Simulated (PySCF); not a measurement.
AsF₂H₂In, SMILES [F][In]([F])[AsH2]. Atoms are numbered in the order given.

```xyz
6

In     0.6890    -0.0061     0.0000
As    -1.9039     0.0634     0.0000
H     -1.9102    -0.9993     1.1026
H     -1.9102    -0.9993    -1.1026
F      1.8271     0.0114    -1.6025
F      1.8271     0.0114     1.6025
```

Geometry optimised at B3LYP-D3(BJ)/def2-SVP. The structure was generated by enumeration; whether it is a known compound was not checked. The def2 effective core potentials stand for the cores of In; spin–orbit coupling is left out.

Method: PBE/def2-TZVP (PySCF).

Symmetry labels are those of the subgroup Cs that the program uses (full group Cs).

List the valence orbital energies around the gap with their symmetry. (The exact figures need the calculation; the answer reports its results.)


```csv
orbital,symmetry,energy (eV)
HOMO−7,A",-10.01
HOMO−6,A",-9.05
HOMO−5,A',-8.83
HOMO−4,A',-8.59
HOMO−3,A",-8.27
HOMO−2,A',-8.24
HOMO−1,A",-8.16
HOMO,A',-7.41
LUMO,A',-3.28
LUMO+1,A',-2.19
LUMO+2,A",-1.38
LUMO+3,A',-0.81
```
